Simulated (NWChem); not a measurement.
Molecule: SiH$_{3}$OF; SMILES O[SiH2]F

```xyz
6

Si    -0.4548     0.0188     0.0010
O      0.4607    -1.3526    -0.0714
F      0.4705     1.3390    -0.0219
H     -1.2987     0.0012    -1.2099
H     -1.2440     0.0821     1.2577
H      0.9899    -1.5765     0.7066
```
Atoms are numbered in this order, from 1.

All runs: NWChem. All runs use the structure optimised with B3LYP/6-31G* (spherical d). Ions are spin-unrestricted doublets at the neutral geometry; other ion states weren't tried. Functional: LC-ωPBE (HJS hole) with def2-SVP; the question gives the range parameter ω in 1/bohr.

Task: Estimate the computed values for range parameter (1/bohr) 0.40. Quantities: vertical ionisation energy, ΔSCF (eV); −ε(HOMO) (eV).

Result: The vertical ionisation energy, ΔSCF (eV) comes out as 12.21 and the −ε(HOMO) (eV) is 12.01.
